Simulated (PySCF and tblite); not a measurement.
Values are calculated unless marked as measured or tabulated.
C₉H₁₂O₃, numbered as in [CH3:1][O:2][C:3](=[O:4])[c:5]1[cH:6][c:7]([CH:8]([CH3:9])[CH3:10])[cH:11][o:12]1.

The ensemble was built from 150 distance-geometry starts (ETKDG and KDG, MMFF94s, GFN2-xTB) and rests on GFN2-xTB geometries. Free energies are PBE0-D3(BJ)/6-31G* single points with GFN2-xTB rigid-rotor and vibrational terms (modes under about 100 cm⁻¹ blended into free rotors). Symmetry numbers and mirror images are counted. Conformers within 2.5 kcal/mol (GFN2-xTB free energy) were kept, 4 at most. Codes: tblite and PySCF.

An NOE distance is ⟨r⁻⁶⟩^(−1/6) over all pairs of like atoms and, for the average, over conformers.

Torsions listed: C1–O2–C3–O4, O2–C3–C5–O12, C6–C7–C8–C9.

| conformer | shape | weight % |
| --- | --- | --- |
| 1 | 0°, 0°, -61° | 52.7 |
| 2 | 0°, 180°, -61° | 26.2 |
| 3 | 0°, 0°, 119° | 13.5 |
| 4 | 0°, 180°, 119° | 7.6 |

(1) Which H–H contacts under 3.5 Å would NOEs report (pairs on one atom left out) at 298.15 K?

(2) In a model where alignment follows shape alone (order matrix 0.002 × (3G/tr G − 1)/2, G the second moments of the atom positions; splitting J + 2D), what are the one-bond C–H dipolar couplings D?

The minima are those of GFN2-xTB; planar forms about aryl–S or allylic bonds may be saddles in DFT.

Answers

(1) 
```json
{"pair": "H8 ··· H9/H10", "in 1 (Å)": "2.60", "in 2 (Å)": "2.60", "in 3 (Å)": "2.60", "in 4 (Å)": "2.60", "average (Å)": "2.60"}
{"pair": "H8 ··· H11", "in 1 (Å)": "2.69", "in 2 (Å)": "2.69", "in 3 (Å)": "4.03", "in 4 (Å)": "4.03", "average (Å)": "2.79"}
{"pair": "H6 ··· H9/H10", "in 1 (Å)": "3.10", "in 2 (Å)": "3.10", "in 3 (Å)": "4.31", "in 4 (Å)": "4.31", "average (Å)": "3.21"}
{"pair": "H6 ··· H8", "in 1 (Å)": "4.02", "in 2 (Å)": "4.01", "in 3 (Å)": "2.65", "in 4 (Å)": "2.65", "average (Å)": "3.28"}
```

Longer pairs under the limit may be missing.

(2) H1 10.3 Hz (10.1 in conformer 1), H6 15.6 Hz (16.2 in conformer 1), H8 6.4 Hz (7.9 in conformer 1), H9/H10 -3.8 Hz (-4.2 in conformer 1), H11 7.3 Hz (12.5 in conformer 1).


Conformer gaps in 6-31G* on xTB geometries can be 2 kcal/mol off for S=O, P=O and other polar bonds.